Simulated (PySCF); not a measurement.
A calculated (PW91, PySCF 2.14, aug-cc-pwCVTZ-DK with one added diffuse shell each of s, p, d, f, g type, the spin-free X2C one-electron Hamiltonian (Gaussian nucleus)) atom or ion has these occupied shells.

```
shell  electrons  orbital energy (eV)  rms radius, mean of both spins (bohr)
 1s β          1              -7591.3                                 0.0649
 1s α          1              -7591.3                                 0.0649
 2s α          1              -901.27                                  0.277
 2s β          1              -900.29                                  0.277
 2p α          3              -772.50                                  0.249
 2p β          3              -771.75                                  0.249
 3s α          1              -106.41                                  0.837
 3s β          1              -104.21                                  0.837
 3p α          3              -69.881                                  0.897
 3p β          3              -67.722                                  0.897
 3d α          5              -13.075                                   1.33
 3d β          3              -11.692                                   1.33
```

(1) Name the element and its charge.

Answers

(1) Co⁺ (cobalt, charge +1), in [Ar] 3d8, high-spin 3F determinant.
